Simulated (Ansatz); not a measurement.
Geometry optimisation, RKS B3LYP-D4/def2-SVP in Ansatz.

Input:

```yaml
crystal:
  periodic: [false, false, false]
  atoms:
    - { symbol: Ta, position_ang: [-0.707419, -0.521988, 0.209725] }
    - { symbol: F, position_ang: [2.144651, 0.739415, 0.384433] }
    - { symbol: Cl, position_ang: [-0.282241, -0.827845, 2.514656] }
    - { symbol: O, position_ang: [-0.372155, -0.605664, -1.651135] }
    - { symbol: H, position_ang: [0.207489, -0.962528, -2.332214] }
    - { symbol: O, position_ang: [-0.85381, 1.34975, 0.334058] }
    - { symbol: H, position_ang: [-0.143555, 2.005116, 0.419471] }
    - { symbol: Cl, position_ang: [-2.691291, -1.710241, 0.173791] }
    - { symbol: H, position_ang: [0.827128, -1.446731, 0.197272] }
    - { symbol: H, position_ang: [2.126102, -0.173585, 0.562542] }
basis:
  gaussian: { orbitals: def2-SVP }
hamiltonian:
  xc: b3lyp
  dispersion: d4
relax:
  f_tol: 0.03
  max_steps: 50
```

Launched with:

```bash
$ ansatz run input.yaml --threads 4 --pin off --max-ram 5120MiB --backend cpu --events-out ev --progress --plain --runs-dir out
```

Question: Where does it end, and by what steps?

Answer: It converged. After 11 steps the energy has fallen by 0.098 eV; F2 moved furthest, 0.42 Å. Joined: Ta1–F2, Ta1–H10.

```tsv
step	energy less start (eV)	largest force component (eV/Å)	accepted
0	0.0000	0.385	yes
1	-0.0335	0.481	yes
2	-0.0557	0.474	yes
3	-0.0729	0.691	yes
4	-0.0835	0.530	yes
5	-0.0428	1.177	no
6	-0.0939	0.159	yes
7	-0.0946	0.199	yes
8	-0.0400	0.945	no
9	-0.0971	0.052	yes
10	-0.0971	0.060	no
11	-0.0976	0.014	yes
```

```xyz
10
Properties=species:S:1:pos:R:3
Ta -0.543 -0.448 0.241
F 1.751 0.585 0.344
Cl -0.209 -0.811 2.553
O -0.213 -0.535 -1.626
H 0.276 -1.021 -2.298
O -0.854 1.406 0.368
H -0.243 2.150 0.464
Cl -2.536 -1.611 0.165
H 0.918 -1.510 0.236
H 1.906 -0.360 0.366
```

Run time: 31 s on 4 threads of Arm Neoverse V2, with other jobs on the host, peak memory 0.36 GiB.
